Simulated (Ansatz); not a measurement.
The cluster Mg3Se4⁻, relaxed as a doublet with UKS PBE-D4/def2-SVPD in Ansatz, starting from the GFN2-xTB geometry. Force threshold 0.02 eV/Å.

An occupied level of the charge -1 doublet lies above an empty one (by up to 0.02 eV), so this SCF solution is probably not the lowest. The gap within one spin of the charge -1 doublet nearly closes, so an electron or hole may be smeared out by delocalisation error. The relaxation made no stability test and no search for a lower SCF solution. Another isomer (doublet) lies 0.09 eV lower at PBE0-D4/def2-SVP.

Start:

```xyz
7

Mg   -1.149   -1.294    0.072
Mg    1.289   -0.073   -1.173
Mg    0.143    1.084    1.361
Se    1.252   -1.290    1.158
Se    1.320    2.322   -0.461
Se   -2.279    0.489    1.397
Se   -0.576   -1.239   -2.354
```

Problem. Estimate the energy that the relaxation releases and the steps that it takes.

Solution. 11.3 kJ/mol, in 7 steps; 69 s on 4 threads of Arm Neoverse V1 on a shared host. The force fell under the threshold at step 6, but the optimiser went on. No frequencies were taken in this run, so the end may be a saddle point.

Problem. Does the start keep its bonding and symmetry?

Solution. By distances, no bond broke or formed. The bond that changes most is Mg1–Se4, from 2.64 to 2.72 Å (atoms count from 1). Point group C3v at the start, Cs at the end, both within 0.05 Å.

Problem. Predict the relaxed structure.

Solution. 
| atom | x (Å) | y (Å) | z (Å) |
| --- | --- | --- | --- |
| Mg1 | -1.2079 | -1.2091 | 0.0060 |
| Mg2 | 1.2362 | -0.0670 | -1.2245 |
| Mg3 | 0.0714 | 1.1095 | 1.3400 |
| Se4 | 1.2766 | -1.1788 | 1.1205 |
| Se5 | 1.5101 | 2.3343 | -0.3850 |
| Se6 | -2.3510 | 0.4223 | 1.5706 |
| Se7 | -0.5354 | -1.4112 | -2.4277 |
Bond lengths (bridged metal pairs left out): 9 × Mg–Se 2.53 to 2.72 Å.
